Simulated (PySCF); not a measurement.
Assigning NMR signals

Structure with atom numbers: `[F:1][CH:2]([F:3])[C@:4]1([F:5])[CH2:6][O:7]1` (H(Xn): hydrogen on atom n). Ha(C6) is pro-R; Hb(C6) is pro-S.

- geometry: GFN2-xTB
- shieldings: GIAO PBE0/pcSseg-1
- run in PySCF 2.14
- single conformer, non-relativistic, in vacuum

Scale: TMS for 13C and 1H (reference shieldings calculated alike).

Q: Assign these signals to the numbered atoms. 13C{1H} NMR (computed): δ 117.4, 93.2, 46.3.

A: 
117.4 → C2, sp3 CH bonded to 2 F: 2 electronegative neighbours deshield it
93.2 → C4, epoxide ring carbon: 2 electronegative neighbours deshield it
46.3 → C6, epoxide ring carbon

Q: Assign these signals to the numbered atoms. 1H NMR (300 MHz, computed): δ 6.51 (m, 1H), 3.07 (m, 1H), 2.89 (m, 1H).

A: 
6.51 → H(C2), hydrogen on an sp3 CH bonded to 2 F: its carbon carries F, an electronegative neighbour
3.07 → Ha(C6), hydrogen on an epoxide ring carbon: its carbon carries O, hence the downfield position
2.89 → Hb(C6), hydrogen on an epoxide ring carbon

Splittings by 19F in the carbon and heteronuclear signals aren't shown, as no couplings were computed. Shifts are as computed. Against solution values, carbons near 30 ppm lie about +3 ppm off and those near 130 ppm about +5 ppm. Of 1313 compounds with measured shifts, 239 miss one by over three times the rms of a fit or turn the order of signals round; such compounds aren't used in these exercises. Multiplicities follow the n + 1 count of equivalent neighbours, as no J values were calculated; m marks all less simple cases, F and P coupling included.
